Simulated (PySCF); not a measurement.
## C2H12NSi3: g tensor and hyperfine couplings

Compound: C2H12NSi3 (doublet state).
Z-matrix (Å and degrees, GFN2-xTB geometry), rows numbered from 1:
```
C 
N   1  1.4130
Si  2  1.6441  1  135.14
Si  3  2.3764  2  102.48  1   -92.39
C   4  1.8993  3  110.10  2    56.57
Si  5  1.9026  4  116.07  3    56.84
H   1  1.0954  2  108.15  3  -148.11
H   1  1.0978  2  110.55  3    95.41
H   1  1.0965  2  114.63  3   -26.94
H   3  1.4773  2  126.52  1    26.03
H   3  1.4629  2  107.44  1   157.04
H   4  1.4661  3  111.18  2   -66.08
H   4  1.4695  3  108.58  2   176.45
H   5  1.0907  4  108.43  3   179.64
H   5  1.0904  4  108.46  3   -65.71
H   6  1.4664  5  109.41  4   176.90
H   6  1.4648  5  109.31  4    57.55
H   6  1.4630  5  109.90  4   -63.23
```

The hyperfine couplings belong to this conformer and change with its torsions.

The species is `C[N][SiH2][SiH2]C[SiH3]` [radical].

Method: UKS B3LYP, pcH-1 on C H N Si, non-relativistic, mean-field spin-orbit, GIAO in PySCF. One conformer (not necessarily the lowest) at the GFN2-xTB geometry, without solvent, vibrations or thermal averaging. A GFN2-xTB geometry isn't a minimum of the functional, and hyperfine couplings can be far from their values at a DFT geometry. The SCF solution wasn't tested for stability.

```
g1, g2, g3                      : 2.00209, 2.00438, 2.01007
g_iso                           : 2.00552
Form of g                       : rhombic: the two nearest values differ by 29 % of g3 − g1
⟨S²⟩                            : 0.7558 (exact 0.7500)
α and β electrons               : 37, 36
HOMO–LUMO gap, α and β orbitals : 6.47, 3.32 eV
Total energy                    : -1006.66230 Eh
```

Isotropic coupling and dipolar principal values T1 to T3, in G; ρ(0) is the spin density at the nucleus (MHz turned into gauss with g_iso; 10 G = 1 mT):

```
atom  isotope  a_iso  of which spin–orbit     T1     T2    T3  Mulliken spin population  ρ(0) (bohr⁻³)
  C1      13C  -10.4                  0.0   -1.5    0.5   1.0                     -0.06        -0.0261
  N2      14N   10.1                  0.1  -13.1  -12.6  25.7                      0.80         0.0868
 Si3     29Si   20.2                  0.0   -1.8   -0.1   2.0                     -0.06        -0.0639
 Si4     29Si  -41.8                  0.1  -12.3    5.9   6.4                      0.14         0.1321
  C5      13C   -0.2                  0.0   -0.3   -0.2   0.4                      0.00        -0.0005
 Si6     29Si   -0.1                  0.0   -0.1    0.1   0.1                      0.00         0.0004
  H7       1H   30.3                  0.0   -2.1   -1.4   3.5                      0.03         0.0190
  H8       1H   56.6                  0.0   -2.1   -1.2   3.3                      0.07         0.0356
  H9       1H    3.7                  0.0   -1.6   -1.4   3.0                      0.00         0.0023
 H10       1H    6.5                  0.0   -1.0   -0.6   1.6                      0.01         0.0041
 H11       1H   22.0                  0.0   -1.2   -0.7   2.0                      0.03         0.0138
 H12       1H    0.0                  0.0   -0.9   -0.3   1.2                      0.00         0.0000
 H13       1H   13.5                  0.0   -1.0   -0.1   1.1                      0.02         0.0085
 H14       1H    2.3                  0.0   -0.4   -0.1   0.6                      0.00         0.0014
 H15       1H   -0.2                  0.0   -0.8   -0.3   1.2                      0.00        -0.0001
 H16       1H    0.0                  0.0   -0.2   -0.1   0.3                      0.00         0.0000
 H17       1H    0.0                  0.0   -0.2   -0.2   0.4                      0.00         0.0000
 H18       1H    0.0                  0.0   -0.5   -0.4   0.8                      0.00         0.0000
```

Largest spin populations (Mulliken): N2 (+0.80), Si4 (+0.14) and H8 (+0.07).

Axes: g1 points within 12° of the Si3–Si4 bond and g3 points within 10° of the C1–N2 bond.

Under fast tumbling the dipolar parts average out, and these isotropic splittings remain: 3 × 1H (H7/H8/H9, I = 1/2, 4 lines) with 3.02 mT, 2 × 1H (H10/H11, I = 1/2, 3 lines) with 1.43 mT, 1 × 14N (N2, I = 1, 3 lines) with 1.01 mT, 2 × 1H (H12/H13, I = 1/2, 3 lines) with 0.68 mT and 2 × 1H (H14/H15, I = 1/2, 3 lines) with 0.10 mT.

Class means assume fast exchange of nuclei equivalent by connectivity; if that motion is slow, each nucleus keeps its own coupling. The three 1H nuclei of mean +84.8 MHz run from 10.3 to 159.0 MHz in the frozen geometry. The 1H value of +40.0 MHz is a mean of couplings from 18.2 to 61.9 MHz in this one geometry, not an average over conformers. The 1H value of +19.0 MHz is a mean of couplings from 0.1 to 37.8 MHz in this one geometry, not an average over conformers.

The 13C coupling of C1 (-29.3 MHz) shows only in satellite lines or after enrichment, since that isotope makes up about 1.07 % of natural carbon.

The 29Si coupling of Si4 (-117.2 MHz) shows only in satellite lines or after enrichment, since that isotope makes up about 4.7 % of natural silicon.
